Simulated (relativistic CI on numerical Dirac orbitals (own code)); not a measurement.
**Forbidden lines of Ni III**

Method of calculation: Dirac-Coulomb-Breit CI, separate exchange-only KLI orbitals for each configuration, QED by a radiative potential, valence Slater integrals scaled by 0.85, configuration energies shifted to the measured levels that pair with them (semi-empirical) (own radial code, finite nucleus).

Configuration list (outside the closed core [Ne] 3s2): 3p6.3d8, 3p6.3d7.4s, 3p6.3d7.4p, 3p6.3d6.4s2, 3p6.3d7.5s, 3p6.3d7.4d, 3p6.3d7.5p, 3p6.3d6.4s.4p, 3p6.3d7.4f, 3p6.3d7.5d, 3p6.3d7.5f, 3p6.3d7.5g, 3p6.3d6.4p2, 3p6.3d6.4s.5s, 3p5.3d9. Levels of other configurations are missing.

| λ vac (nm) | Lower | Upper | Type | A (s⁻¹) | gf | Branching (%) |
| --- | --- | --- | --- | --- | --- | --- |
| 125.17 | 3p6.3d8 3F_4 [1] | 3p6.3d7.4s 3H_6 [28] | E2 | 1.76e+02 | 5.38e-07 | 99.9 |
| 125.97 | 3p6.3d8 3F_4 [1] | 3p6.3d7.4s 3P_2 [25] | E2 | 3.41e+02 | 4.05e-07 | 83.8 |
| 127.62 | 3p6.3d8 3F_3 [2] | 3p6.3d7.4s 3P_1 [26] | E2 | 3.35e+01 | 2.46e-08 | 13.9 |
| 128.06 | 3p6.3d8 3F_3 [2] | 3p6.3d7.4s 3P_2 [25] | E2 | 3.89e+01 | 4.78e-08 | 9.6 |
| 128.73 | 3p6.3d8 3F_2 [3] | 3p6.3d7.4s 3P_0 [27] | E2 | 4.77e+01 | 1.18e-08 | 23.9 |
| 129.06 | 3p6.3d8 3F_2 [3] | 3p6.3d7.4s 3P_1 [26] | E2 | 4.98e+01 | 3.73e-08 | 20.7 |
| 131.58 | 3p6.3d8 3F_2 [3] | 3p6.3d7.4s 1G_4 [24] | E2 | 2.04e+01 | 4.78e-08 | 13.4 |
| 134.39 | 3p6.3d8 3F_4 [1] | 3p6.3d7.4s 3G_4 [22] | E2 | 1.62e+01 | 3.94e-08 | 13.6 |
| 135.33 | 3p6.3d8 3F_4 [1] | 3p6.3d7.4s 3G_5 [21] | E2 | 1.18e+02 | 3.55e-07 | 95.6 |
| 135.71 | 3p6.3d8 3F_3 [2] | 3p6.3d7.4s 3G_3 [23] | E2 | 2.27e+01 | 4.39e-08 | 19.4 |
| 136.77 | 3p6.3d8 3F_3 [2] | 3p6.3d7.4s 3G_4 [22] | E2 | 9.52e+01 | 2.40e-07 | 80.0 |
| 137.34 | 3p6.3d8 3F_2 [3] | 3p6.3d7.4s 3G_3 [23] | E2 | 9.24e+01 | 1.83e-07 | 79.2 |
| 137.74 | 3p6.3d8 3F_3 [2] | 3p6.3d7.4s 3G_5 [21] | E2 | 4.18e+00 | 1.31e-08 | 3.4 |
| 138.43 | 3p6.3d8 3F_2 [3] | 3p6.3d7.4s 3G_4 [22] | E2 | 4.56e+00 | 1.18e-08 | 3.8 |
| 138.51 | 3p6.3d8 3F_4 [1] | 3p6.3d7.4s 5P_2 [19] | E2 | 7.83e-01 | 1.13e-09 | 42.3 |
| 139.14 | 3p6.3d8 3F_4 [1] | 3p6.3d7.4s 5P_3 [18] | E2 | 2.68e-01 | 5.44e-10 | 57.8 |
| 141.04 | 3p6.3d8 3F_3 [2] | 3p6.3d7.4s 5P_2 [19] | E2 | 3.26e-01 | 4.86e-10 | 17.6 |
| 153.57 | 3p6.3d8 1D_2 [4] | 3p6.3d7.4s 3P_0 [27] | E2 | 2.93e+01 | 1.03e-08 | 14.7 |
| 154.04 | 3p6.3d8 1D_2 [4] | 3p6.3d7.4s 3P_1 [26] | E2 | 6.49e+01 | 6.93e-08 | 27.0 |
| 157.64 | 3p6.3d8 1D_2 [4] | 3p6.3d7.4s 1G_4 [24] | E2 | 6.78e+01 | 2.27e-07 | 44.4 |
| 159.59 | 3p6.3d8 3F_4 [1] | 3p6.3d7.4s 3F_3 [16] | E2 | 4.85e+01 | 1.30e-07 | 24.4 |
| 159.90 | 3p6.3d8 3P_2 [5] | 3p6.3d7.4s 3P_0 [27] | E2 | 1.22e+02 | 4.69e-08 | 61.3 |
| 160.42 | 3p6.3d8 3P_2 [5] | 3p6.3d7.4s 3P_1 [26] | E2 | 6.65e+01 | 7.69e-08 | 27.6 |
| 160.72 | 3p6.3d8 3F_3 [2] | 3p6.3d7.4s 3F_2 [17] | E2 | 6.05e+01 | 1.17e-07 | 30.1 |
| 161.25 | 3p6.3d8 3P_1 [6] | 3p6.3d7.4s 3P_1 [26] | E2 | 2.55e+01 | 2.99e-08 | 10.6 |
| 161.95 | 3p6.3d8 3P_1 [6] | 3p6.3d7.4s 3P_2 [25] | E2 | 1.21e+01 | 2.39e-08 | 3.0 |
| 162.81 | 3p6.3d8 3F_4 [1] | 3p6.3d7.4s 3F_4 [15] | E2 | 1.56e+02 | 5.56e-07 | 79.9 |
| 162.95 | 3p6.3d8 3F_3 [2] | 3p6.3d7.4s 3F_3 [16] | E2 | 1.04e+02 | 2.91e-07 | 52.5 |
| 163.02 | 3p6.3d8 3F_2 [3] | 3p6.3d7.4s 3F_2 [17] | E2 | 1.24e+02 | 2.48e-07 | 62.0 |
| 164.33 | 3p6.3d8 3P_2 [5] | 3p6.3d7.4s 1G_4 [24] | E2 | 1.08e+01 | 3.95e-08 | 7.1 |
| 165.31 | 3p6.3d8 3F_2 [3] | 3p6.3d7.4s 3F_3 [16] | E2 | 3.40e+01 | 9.75e-08 | 17.1 |
| 166.32 | 3p6.3d8 3F_3 [2] | 3p6.3d7.4s 3F_4 [15] | E2 | 2.70e+01 | 1.01e-07 | 13.9 |
| 179.89 | 3p6.3d8 1G_4 [8] | 3p6.3d7.4s 1G_4 [24] | E2 | 5.11e+01 | 2.23e-07 | 33.5 |
| 183.91 | 3p6.3d8 3F_4 [1] | 3p6.3d7.4s 5F_4 [11] | E2 | 4.04e-01 | 1.84e-09 | 86.9 |
| 185.85 | 3p6.3d8 3F_3 [2] | 3p6.3d7.4s 5F_3 [12] | E2 | 2.53e-01 | 9.18e-10 | 74.4 |
| 187.12 | 3p6.3d8 3F_4 [1] | 3p6.3d7.4s 5F_5 [9] | E2 | 8.81e-02 | 5.09e-10 | 92.5 |
| 217.98 | 3p6.3d8 3P_1 [6] | 3p6.3d7.4s 3F_2 [17] | E2 | 5.81e+00 | 2.07e-08 | 2.9 |
| 219.17 | 3p6.3d8 3P_0 [7] | 3p6.3d7.4s 3F_2 [17] | E2 | 5.63e+00 | 2.03e-08 | 2.8 |
| 222.11 | 3p6.3d8 3P_1 [6] | 3p6.3d7.4s 3F_3 [16] | E2 | 7.42e+00 | 3.84e-08 | 3.7 |
| 226.73 | 3p6.3d8 3P_2 [5] | 3p6.3d7.4s 3F_4 [15] | E2 | 8.26e+00 | 5.73e-08 | 4.2 |
| 255.38 | 3p6.3d8 1D_2 [4] | 3p6.3d8 1S_0 [10] | E2 | 1.42e+01 | 1.39e-08 | 65.6 |
| 273.40 | 3p6.3d8 3P_2 [5] | 3p6.3d8 1S_0 [10] | E2 | 2.01e+00 | 2.25e-09 | 9.3 |
| 275.83 | 3p6.3d8 3P_1 [6] | 3p6.3d8 1S_0 [10] | M1 | 5.26e+00 | 6.00e-09 | 24.3 |
| 442.89 | 3p6.3d8 3F_4 [1] | 3p6.3d8 1G_4 [8] | M1 | 2.96e-01 | 7.84e-09 | 66.1 |
| 469.84 | 3p6.3d8 3F_3 [2] | 3p6.3d8 1G_4 [8] | M1 | 1.51e-01 | 4.50e-09 | 33.7 |

Terms are leading LS components. Brackets give the number of a level in order of energy, since labels repeat. The list gives strong lines, with weight on those to low levels, without configurations that were not tied to measured data, among the lowest 400 of 2257 levels, so that lines to higher ones, which can be the strongest, are missing, and without lines across small gaps between configurations, and without 16 lines that miss the measured interval by over 3.5 %, start from a term whose rates miss tabulated ones by over 60 %, have gauges far apart or, lacking measured levels, span too small a gap for the errors found; lines with a level outside our table were not tested and can miss by more. Levels whose partners in the same complex of configurations lie outside the list can be far off, and so can their lines. Rates are taken at the computed energies, electric ones in the length gauge.

Configurations whose levels could be paired with our table of measured levels were shifted onto them, all but the ground configuration, by the median error of their levels; single terms can still be off by 1,000 to 2,000 cm⁻¹ or more, and rates follow the energies as ν³ (E1, M1) or ν⁵ (E2). The others borrow a shift and can be off by several thousand cm⁻¹ or more. The fine structure of a lone outer electron comes out too small, for d and f at times inverted, and misplaced configurations move strength between like terms. 61 of the 61 excited levels that our extract of the measured tables holds in this range could be paired (the sources list more); they are missed by 518 cm⁻¹ on average and 1802 at most, after the shifts were fitted to these levels, and levels without a partner can miss by more.
